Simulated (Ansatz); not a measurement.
Species: (2S)-1,1-difluoropropan-2-ol, C3H6F2O, net charge 0, singlet state. 
Coordinates optimised at B3LYP-D3(BJ)/def2-TZVP (Ansatz, a quantum-chemistry and plane-wave program):
SMILES: C[C@H](O)C(F)F
```xyz
12

C     -1.6469    -0.7578     0.6681
C     -0.4519     0.1858     0.6605
O     -0.7299     1.4068    -0.0002
C      0.7374    -0.4488    -0.0411
F      1.8169     0.3829    -0.0111
F      0.4576    -0.7090    -1.3516
H     -1.4028    -1.7026     1.1586
H     -1.9717    -0.9629    -0.3517
H     -2.4765    -0.3070     1.2162
H     -0.1199     0.3725     1.6915
H     -1.5175     1.7965     0.3925
H      1.0253    -1.3913     0.4334
```

Basis-set convergence of Hartree-Fock and CCSD correlation energies (hartree) with Ansatz. Correlated levels leave the core frozen unless marked. No spin-orbit coupling. Non-relativistic.

```csv
basis,functions,E(HF),"E(corr, CCSD)"
cc-pVDZ,114,-390.85253,-1.02147
cc-pVTZ,264,?,?
```

### Question
What belongs in the gaps?

### Answer

- cc-pVTZ, E(HF): -390.98127
- cc-pVTZ, E(corr, CCSD): -1.28280
